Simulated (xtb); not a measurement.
C$_{2}$H$_{6}$N (SMILES C=[NH+]C), charge +1, singlet, from a rough starting geometry; GFN2-xTB run with xtb.

Input for xtb:
```
$ xtb mol.xyz --gfn 2 --chrg 1 --opt vtight --json

# file mol.xyz
9

C      1.33600786     0.11350959    -0.23897490
N      0.23899297    -0.23924167     0.35938927
C     -1.09978582     0.05611918     0.01396135
H      1.27892702     0.90793705    -1.02597396
H      2.32533362    -0.10913403     0.09228760
H      0.40832961    -0.95245029     1.04477839
H     -1.59758453     0.46951927     0.81973106
H     -1.09341030     0.68745585    -0.82012288
H     -1.63104044    -0.89154467    -0.27696842
```

What the program printed (banner, timings and long lists left out):

```
   ID    Z sym.   atoms
    1    6 C      1, 3
    2    7 N      2
    3    1 H      4-9

           -------------------------------------------------
          |                Calculation Setup                |
           -------------------------------------------------

           -------------------------------------------------
          |                 G F N 2 - x T B                 |
           -------------------------------------------------

          ...................................................
          :                      SETUP                      :
          :.................................................:
          :  # basis functions                  18          :
          :  # atomic orbitals                  18          :
          :  # shells                           12          :
          :  # electrons                        18          :
          :  max. iterations                   250          :
          :  Hamiltonian                  GFN2-xTB          :
          :  restarted?                      false          :
          :  GBSA solvation                  false          :
          :  PC potential                    false          :
          :  electronic temp.          300.0000000     K    :
          :  accuracy                    1.0000000          :
          :  -> integral cutoff          0.2500000E+02      :
          :  -> integral neglect         0.1000000E-07      :
          :  -> SCF convergence          0.1000000E-05 Eh   :
          :  -> wf. convergence          0.1000000E-03 e    :
          :  Broyden damping             0.4000000          :
          :  net charge                          1          :
          :  unpaired electrons                  0          :
          ...................................................

 iter      E             dE          RMSdq      gap      omega  full diag
   1     -9.8460058 -0.984601E+01  0.475E+00    5.15       0.0  T
   2     -9.9176672 -0.716615E-01  0.379E+00    4.78       1.0  T
   3     -9.9455772 -0.279100E-01  0.198E+00    4.17       1.0  T
   4     -9.9441626  0.141461E-02  0.873E-01    4.17       1.0  T
   5     -9.9461859 -0.202337E-02  0.101E-01    3.99       1.0  T
   6     -9.9462092 -0.232316E-04  0.632E-02    4.04       1.0  T
   7     -9.9462148 -0.564218E-05  0.275E-02    4.03       1.2  T
   8     -9.9462200 -0.524928E-05  0.570E-03    4.03       5.8  T
   9     -9.9462202 -0.169272E-06  0.432E-04    4.03      77.1  T
  10     -9.9462202 -0.768942E-09  0.109E-04    4.03     304.5  T

   *** convergence criteria satisfied after 10 iterations ***

         :::::::::::::::::::::::::::::::::::::::::::::::::::::
         ::                     SUMMARY                     ::
         :::::::::::::::::::::::::::::::::::::::::::::::::::::
         :: total energy              -9.781146433575 Eh    ::
         :: gradient norm              0.112734445416 Eh/a0 ::
         :: HOMO-LUMO gap              4.032582719103 eV    ::
         ::.................................................::
         :: SCC energy                -9.946219767380 Eh    ::
         :: -> isotropic ES            0.111281534811 Eh    ::
         :: -> anisotropic ES         -0.016668426116 Eh    ::
         :: -> anisotropic XC          0.013491862139 Eh    ::
         :: -> dispersion             -0.002280673091 Eh    ::
         :: repulsion energy           0.165073333805 Eh    ::
         :: add. restraining           0.000000000000 Eh    ::
         :: total charge               1.000000000000 e     ::
         :::::::::::::::::::::::::::::::::::::::::::::::::::::

      -----------------------------------------------------------
     |                   =====================                   |
     |                        A N C O P T                        |
     |                   =====================                   |
     |               Approximate Normal Coordinate               |
[...]
 * total energy  :    -9.7811464 Eh     change       -0.1291056E-10 Eh
 * total energy  :    -9.7901791 Eh     change       -0.9032631E-02 Eh
 * total energy  :    -9.7913107 Eh     change       -0.1131672E-02 Eh
 * total energy  :    -9.7919307 Eh     change       -0.6199912E-03 Eh
 * total energy  :    -9.7920276 Eh     change       -0.9683920E-04 Eh
 * total energy  :    -9.7920585 Eh     change       -0.3091877E-04 Eh
 * total energy  :    -9.7920623 Eh     change       -0.3809665E-05 Eh
 * total energy  :    -9.7920631 Eh     change       -0.8335692E-06 Eh
 * total energy  :    -9.7920635 Eh     change       -0.3975884E-06 Eh
 * total energy  :    -9.7920641 Eh     change       -0.5240945E-06 Eh
 * total energy  :    -9.7920642 Eh     change       -0.1980400E-06 Eh
 * total energy  :    -9.7920643 Eh     change       -0.2760222E-07 Eh
   *** GEOMETRY OPTIMIZATION CONVERGED AFTER 12 ITERATIONS ***
         :: total energy              -9.792064276270 Eh    ::
[...]
         2        2.0000           -0.8758556             -23.8332
         3        2.0000           -0.8365070             -22.7625
         4        2.0000           -0.7846685             -21.3519
         5        2.0000           -0.7833002             -21.3147
         6        2.0000           -0.7575457             -20.6139
         7        2.0000           -0.7023590             -19.1122
         8        2.0000           -0.6858908             -18.6640
         9        2.0000           -0.6778283             -18.4446 (HOMO)
        10                         -0.5188167             -14.1177 (LUMO)
        11                         -0.2084697              -5.6727
        12                         -0.1417204              -3.8564
        13                         -0.0829791              -2.2580
        14                         -0.0344378              -0.9371
        15                         -0.0024804              -0.0675
        16                          0.0034960               0.0951
        17                          0.1356673               3.6917
        18                          0.2890931               7.8666
      -------------------------------------------------------------
                  HL-Gap            0.1590116 Eh            4.3269 eV
             Fermi-level           -0.5983225 Eh          -16.2812 eV

     #   Z          covCN         q      C6AA      α(0)
     1   6 C        2.777     0.019    27.559     8.598
     2   7 N        2.678     0.086    19.763     6.602
     3   6 C        3.697    -0.108    22.748     6.822
     4   1 H        0.925     0.167     1.280     1.769
     5   1 H        0.925     0.163     1.308     1.788
     6   1 H        0.859     0.255     0.866     1.458
     7   1 H        0.924     0.145     1.426     1.868
     8   1 H        0.925     0.129     1.546     1.944
     9   1 H        0.924     0.145     1.426     1.868

 Mol. C6AA /au·bohr⁶  :        452.408423
 Mol. C8AA /au·bohr⁸  :       9680.399176
 Mol. α(0) /au        :         32.718185

Wiberg/Mayer (AO) data.
largest (>0.10) Wiberg bond orders for each atom

 ---------------------------------------------------------------------------
     #   Z sym  total        # sym  WBO       # sym  WBO       # sym  WBO
 ---------------------------------------------------------------------------
     1   6 C    3.871 --     2 N    1.844     5 H    0.948     4 H    0.942
     2   7 N    3.767 --     1 C    1.844     3 C    1.016     6 H    0.898
     3   6 C    3.914 --     2 N    1.016     8 H    0.968     7 H    0.930
                             9 H    0.930
     4   1 H    0.972 --     1 C    0.942
     5   1 H    0.973 --     1 C    0.948
     6   1 H    0.935 --     2 N    0.898
     7   1 H    0.979 --     3 C    0.930
     8   1 H    0.983 --     3 C    0.968
     9   1 H    0.979 --     3 C    0.930
 ---------------------------------------------------------------------------

Topologies differ in total number of bonds
Writing topology from bond orders to xtbtopo.mol

molecular dipole:
                 x           y           z       tot (Debye)
 q only:        0.454      -0.200       0.229
   full:        0.554      -0.276       0.314       1.764
molecular quadrupole (traceless):
                xx          xy          yy          xz          yz          zz
 q only:        4.740       0.227      -2.723      -0.452      -2.240      -2.016
  q+dip:        3.980       0.193      -2.514      -0.411      -3.346      -1.466
   full:        3.933       0.136      -2.359      -0.326      -2.502      -1.574

optimized geometry written to: xtbopt.xyz

           -------------------------------------------------
          | TOTAL ENERGY               -9.792064276270 Eh   |
          | GRADIENT NORM               0.000014402849 Eh/α |
          | HOMO-LUMO GAP               4.326926097210 eV   |
           -------------------------------------------------

normal termination of xtb
```
